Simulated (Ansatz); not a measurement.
Consider the substitution at a C–F bond: `C/C=C\F` + `[AlH2][SH]` → `C/C=C\[S][AlH2]` + H–F.

Computed with Ansatz on PBE0-D4/def2-TZVP structures; ΔE is electronic, products minus reactants. CCSD(T)/CBS is the MP2 limit (def2-TZVPP, def2-QZVPP) plus CCSD(T) − MP2 in def2-TZVPP, frozen cores. This one scheme is used for every species. Double bonds are as drawn, so ΔE can hold a change between cis and trans. DFT in def2-TZVPP. B3LYP here is the variant with VWN-RPA as its local correlation; programs differ in this. One conformer a species, not always the lowest.

```json
{"level": "r2SCAN-D4", "ΔE (kJ/mol)": "-22.2"}
{"level": "ωB97X-V", "ΔE (kJ/mol)": "-14.0"}
{"level": "ωB97M-V", "ΔE (kJ/mol)": "-19.9"}
{"level": "B3LYP", "ΔE (kJ/mol)": "6.3"}
{"level": "MP2/def2-TZVPP", "ΔE (kJ/mol)": "-44.7"}
{"level": "CCSD/def2-TZVPP", "ΔE (kJ/mol)": "-16.3"}
{"level": "CCSD(T)/def2-TZVPP", "ΔE (kJ/mol)": "-24.8"}
{"level": "HF/CBS(def2)", "ΔE (kJ/mol)": "21.5"}
```

Q: What does CCSD(T)/CBS give? (An estimate is asked.)

A: Computed: -32.0 kJ/mol. The listed levels differ from it by 9.8, 18.0, 12.1, 38.3, -12.7, 15.7, 7.2, 53.5 kJ/mol.

Largest T1 diagnostic among the species: 0.012.

The D4 term adds −18.3 kJ/mol with B3LYP and −9.8 kJ/mol with PBE0; it sums over pairs of atoms, weighted by their polarisabilities, and B3LYP, whose exchange is more repulsive, gets the larger term. In def2-TZVPP, CCSD(T) changes the Hartree–Fock value by −46.5 kJ/mol (the triples alone add −8.5 kJ/mol) and MP2 by −66.4 kJ/mol.
